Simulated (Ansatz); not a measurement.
This geometry of CH$_{10}$AlN$_{3}$ (15 atoms, charge 0, multiplicity 1) is a first-order saddle point.

The calculation used UKS BLYP/def2-SVP (Ansatz).

```xyz
15
Properties=species:S:1:pos:R:3
Al 0.090 -0.880 0.043
H 1.419 -0.623 -1.247
N -0.787 -2.297 -0.638
N 0.561 -0.790 1.776
H 0.836 0.212 -1.258
N -0.295 0.868 -0.695
C -0.146 2.177 -0.039
H -1.454 -2.863 -0.108
H -0.539 -2.781 -1.504
H 0.701 0.070 2.312
H 0.939 -1.581 2.304
H -1.052 0.877 -1.393
H -1.002 2.426 0.630
H 0.769 2.178 0.588
H -0.042 3.006 -0.773
```

Q: Which two structures does it join? (They come from a converged band through this point; their orientation in space is the band's.)

A: Bonds broken: Al1–H2, H5–N6. Bonds formed: H2–H5. CH10AlN3 becomes CH8AlN3 + H2.

Initial state:

```xyz
15
Properties=species:S:1:pos:R:3
Al 0.573 -1.004 -0.053
H 1.997 -1.129 -0.802
N -0.754 -2.072 -0.738
N 0.402 -0.621 1.740
H 0.388 0.998 -1.756
N -0.102 0.821 -0.866
C -0.146 2.052 -0.027
H -1.576 -2.351 -0.193
H -0.540 -2.834 -1.390
H 1.105 -0.059 2.233
H 0.124 -1.372 2.382
H -1.051 0.507 -1.135
H -0.569 1.781 0.959
H 0.888 2.414 0.135
H -0.739 2.867 -0.491
```

Final state:

```xyz
15
Properties=species:S:1:pos:R:3
Al -0.339 -0.831 0.481
H 1.665 0.291 -2.898
N -0.704 -2.353 -0.391
N 0.244 -0.858 2.175
H 1.190 0.296 -2.292
N -0.522 0.745 -0.377
C -0.024 2.066 0.009
H -0.916 -3.248 0.055
H -0.718 -2.465 -1.407
H 0.184 -0.081 2.836
H 0.673 -1.664 2.636
H -1.116 0.792 -1.211
H -0.836 2.786 0.273
H 0.630 1.979 0.901
H 0.589 2.547 -0.789
```

Q: How far does it lie above each of them?

A: 1.15 eV above the first and 0.77 eV above the second. This is the barrier of this one path; another mechanism may lie lower. The orbitals were unrestricted but ended closed-shell.

Time of the run: 4.2 min on 4 threads of Arm Neoverse N1, on a shared host, peak memory 0.21 GiB.
